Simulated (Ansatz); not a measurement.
Cost and result for the atomization energy of `CO[SiH](Cl)I` (9 atoms, 8 bonds).

Cartesian coordinates in Å:
```
C 0.926 1.049 0.386
O 0.330 0.253 -0.623
Si -0.705 -0.962 -0.348
Cl -2.306 -0.302 0.746
I -1.427 -1.769 -2.506
H 0.168 1.608 0.941
H 1.502 0.435 1.087
H 1.601 1.751 -0.103
H -0.090 -2.063 0.420
```

Total charge 0; spin multiplicity 1. Correlated methods include outer-core shells of I, which these sets cover unevenly. I: def2 effective core potential. Geometry: relaxed with PBE0-D4/def2-TZVP. It is one conformer, not always the lowest. Program: Ansatz. All runs use 4 threads of a server CPU on a shared host. Times are those of one run each, without the atoms' runs, and a repeat can differ threefold. Electronic energies, without spin–orbit coupling; frozen cores. CCSD(T)/CBS adds CCSD(T) − MP2 in def2-TZVPP to the MP2 limit, and its time is that of the two runs behind it. T1 = 0.010. With those shells the extrapolation isn't a true limit. B3LYP takes the VWN-RPA correlation (the form of Gaussian; ORCA's B3LYP/G).

CCSD(T)/CBS is a level of theory with its own doubt, some kJ/mol a heavy atom from the limit and from the frozen cores, so smaller differences don't rank the functionals.

```csv
level,functions,wall time
LDA (SPW92)/def2-TZVPP,252,2.3 s
BLYP-D4/def2-TZVPP,252,3.9 s
BHLYP-D4/def2-TZVPP,252,7.5 s
r2SCAN-D4/def2-TZVPP (with forces),252,9.5 s
B3LYP-D4/def2-TZVPP (with forces),252,10 s
r2SCANh-D4/def2-TZVPP,252,11 s
B2PLYP/def2-TZVPP,252,11 s
PBE-QIDH/def2-TZVPP,252,12 s
CCSD(T)/def2-SVP,110,14 s
B97M-V/def2-TZVPP,252,20 s
MP2/def2-QZVPP,456,37 s
CCSD(T)/def2-TZVPP,252,8 min
CCSD(T)/CBS(def2),–,8.6 min
```

**Question.** What atomization energy does each give, and how far from CCSD(T)/CBS? (An estimate is asked.)

**Answer.** Ansatz gave: 
```
                             level  atomization (kJ/mol)  difference from CCSD(T)/CBS  per bond
            LDA (SPW92)/def2-TZVPP                3583.9                        432.6      54.1
                BLYP-D4/def2-TZVPP                3101.2                        -50.1      -6.3
               BHLYP-D4/def2-TZVPP                3033.3                       -118.0     -14.7
r2SCAN-D4/def2-TZVPP (with forces)                3145.4                         -5.9      -0.7
 B3LYP-D4/def2-TZVPP (with forces)                3111.4                        -39.9      -5.0
             r2SCANh-D4/def2-TZVPP                3125.1                        -26.2      -3.3
                 B2PLYP/def2-TZVPP                3084.7                        -66.6      -8.3
               PBE-QIDH/def2-TZVPP                3117.5                        -33.8      -4.2
                  CCSD(T)/def2-SVP                2901.2                       -250.1     -31.3
                 B97M-V/def2-TZVPP                3139.0                        -12.3      -1.5
                    MP2/def2-QZVPP                3189.7                         38.4       4.8
                CCSD(T)/def2-TZVPP                3047.1                       -104.2     -13.0
                 CCSD(T)/CBS(def2)                3151.3                          0.0       0.0
```

In def2-TZVPP, CCSD(T) changes the Hartree–Fock value by +764.7 kJ/mol (the triples alone add +52.2 kJ/mol) and MP2 by +845.4 kJ/mol; breaking electron pairs costs correlation energy, which Hartree–Fock lacks. The D4 term adds +42.6 kJ/mol with B3LYP and +22.4 kJ/mol with PBE0; it sums over pairs of atoms, weighted by their polarisabilities, and B3LYP, whose exchange is more repulsive, gets the larger term. From r2SCAN to r2SCAN0 (25 % exact exchange), in def2-TZVPP and without D4, the atomization energy moves by −50.8 kJ/mol: exact exchange takes away binding that semilocal exchange gives to molecules.

Spin–orbit coupling would lower the free I atoms strongly, and the atomization energy with them, by more than many differences here.
